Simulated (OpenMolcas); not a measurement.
# As+: effect of the level shift or regulariser

| Quantity | Value |
| --- | --- |
| Program | OpenMolcas |
| Basis | ANO-RCC-VTZP [6s5p3d1f] |
| Scalar Hamiltonian | DKH2, point nucleus |
| Active space | 2 electrons in 3 orbitals (4p) |
| State averaging | 2S+1 = 3 even, 3 roots; 2S+1 = 1 even, 6 roots |
| Spin-orbit coupling | state interaction with AMFI integrals over the reference wave functions, term energies averaged over their components |

Methods on the same reference wave functions:
A. CASSCF
B. SS-CASPT2, IPEA 0.25 Eh, imaginary shift 0.1 Eh (closed shells correlated: 3d 4s)
C. SS-CASPT2, IPEA 0.25 Eh, real shift 0.2 Eh (closed shells correlated: 3d 4s)
D. SS-CASPT2, IPEA 0.25 Eh, sigma2 regulariser 0.3 Eh (closed shells correlated: 3d 4s)

Energies in cm-1 above 4s2 4p2 3P0, the measured ground level; measured values from NIST Handbook of Basic Atomic Spectroscopic Data.

```tsv
Level	A	B	C	D	Measured
4s2 4p2 3P0	0.0	0.0	0.0	0.0	0.0
4s2 4p2 3P1	900	936	935	936	1063
4s2 4p2 3P2	2287	2290	2290	2290	2541
4s2 4p2 1D2	12463	10170	10210	10170	10096
4s2 4p2 1S0	28366	23020	23130	23020	22599
```

Deviations, from unrounded energies. A percentage is the sum of absolute deviations over the sum of measured energies, with the sign that they share, or ± where signs differ.

```tsv
Against measurement	Levels	A	B	C	D
mean absolute deviation (cm-1)	4	2100	220	260	220
fine structure of the ground term (%)	2	-11.6	-10.5	-10.5	-10.5
other terms of the ground configuration (%)	2	+24.9	+1.5	+2.0	+1.5
```

B, D lie about equally close to measurement and A furthest from it. The largest miss of B in the table is 4s2 4p2 1S0, by +420 cm-1. The ranking rests on the paired levels alone, and a cruder setting can come out closer through cancelling errors.

Among B to D the level of the table that moves most is 4s2 4p2 1S0, by 110 cm-1 (lowest in B, highest in C). Moves below CASPT2's spread within the term are not significant.

The mean deviations of B to D differ by less than CASPT2's widest spread within a term (100 cm-1), so their order carries little weight.

From A to B the spin-free energies of the other terms of 4s2 4p2 shown, above 3P, scale by factors of 0.78 to 0.80.

The lowest spin-free term lies below A's lowest term by 0.106 hartree in B, 0.106 hartree in C, 0.106 hartree in D.

CASPT2 breaks the degeneracy within a term, and the mean is taken; among the terms shown or strongly mixed into the levels shown the widest spread is 100 cm-1 (4s2 4p2 1D, D). With the s shell closed, the reference lacks s² → p² mixing. Without dynamic correlation excited terms often stand tens of per cent too high (terms of higher spin than the ground term too low), and those without a measured partner can miss by more than the paired ones (holds for A). Measured partners are found by configuration, term and J. A level has none where our copy of the source lacks it or the pairing is in doubt (some pairs that miss far off the trend of their configuration count as doubtful), and it then counts in no deviation. Only configurations of the active space appear.
